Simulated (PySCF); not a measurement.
Members of one series of related molecules.

All values: PBE0/pcSseg-1 (PySCF) at GFN2-xTB geometries, gas phase, one conformer each.

Question: Rank by HOMO energy, lowest first.
A. `O=C(O)C1=C[C@H]1[SiH2]CF`
B. `O=C(O)C1=C[C@@H]1CC[SiH2]F`
C. `O=C(O)C1=C[SiH2][C@@H]1CCF`
D. `O=C(O)C1=C[C@H]1[SiH2]CCF`
E. `O=C(O)C1=C[C@@H]1C[SiH2]F`

Answer: C (-7.99 eV), E (-7.78 eV), B (-7.63 eV), A (-7.46 eV), D (-7.31 eV).

Question: Rank by HOMO–LUMO gap, highest first.
A. `O=C(O)C1=C[SiH2][C@@H]1CCF`
B. `O=C(O)C1=C[C@H]1[SiH2]CCF`
C. `F[SiH2]CC[C@H]1C=C1C(O)=O`

Answer: A (6.30 eV), C (5.94 eV), B (5.30 eV).

All values together:

| SMILES | formula | μ (D) | HOMO (eV) | LUMO (eV) | lowest IAO charge (e) | highest IAO charge (e) | lowest Hirshfeld charge (e) | highest Hirshfeld charge (e) |
| --- | --- | --- | --- | --- | --- | --- | --- | --- |
| O=C(O)C1=C[C@@H]1CC[SiH2]F | C6H9FO2Si | 2.90 | -7.63 | -1.69 | -0.567 (C) | +1.091 (Si) | -0.260 (O) | +0.432 (Si) |
| O=C(O)C1=C[SiH2][C@@H]1CCF | C6H9FO2Si | 0.94 | -7.99 | -1.69 | -0.480 (O) | +0.747 (Si) | -0.263 (O) | +0.344 (Si) |
| O=C(O)C1=C[C@@H]1C[SiH2]F | C5H7FO2Si | 3.24 | -7.78 | -1.81 | -0.580 (C) | +1.092 (Si) | -0.260 (O) | +0.430 (Si) |
| O=C(O)C1=C[C@H]1[SiH2]CCF | C6H9FO2Si | 0.87 | -7.31 | -2.02 | -0.556 (C) | +0.749 (Si) | -0.269 (O) | +0.326 (Si) |
| O=C(O)C1=C[C@H]1[SiH2]CF | C5H7FO2Si | 3.81 | -7.46 | -2.11 | -0.473 (O) | +0.747 (Si) | -0.260 (O) | +0.332 (Si) |

Conformers: `[O:1]=[C:2]([OH:3])[C:4]1=[CH:5][C@@H:6]1[CH2:7][CH2:8][SiH2:9][F:10]` with O1–C2–O3–H 0°, O1–C2–C4–C5 142°, C5–C6–C7–C8 -138°, C6–C7–C8–Si9 180°, C7–C8–Si9–F10 57°; `[O:1]=[C:2]([OH:3])[C:4]1=[CH:5][SiH2:6][C@@H:7]1[CH2:8][CH2:9][F:10]` with O1–C2–O3–H 0°, O1–C2–C4–C5 178°, Si6–C7–C8–C9 76°, C7–C8–C9–F10 -63°; `[O:1]=[C:2]([OH:3])[C:4]1=[CH:5][C@@H:6]1[CH2:7][SiH2:8][F:9]` with O1–C2–O3–H 0°, O1–C2–C4–C5 153°, C5–C6–C7–Si8 -147°, C6–C7–Si8–F9 -67°; `[O:1]=[C:2]([OH:3])[C:4]1=[CH:5][C@H:6]1[SiH2:7][CH2:8][CH2:9][F:10]` with O1–C2–O3–H 1°, O1–C2–C4–C5 -4°, C5–C6–Si7–C8 129°, C6–Si7–C8–C9 46°, Si7–C8–C9–F10 51°; `[O:1]=[C:2]([OH:3])[C:4]1=[CH:5][C@H:6]1[SiH2:7][CH2:8][F:9]` with O1–C2–O3–H 0°, O1–C2–C4–C5 -167°, C5–C6–Si7–C8 134°, C6–Si7–C8–F9 -178°.
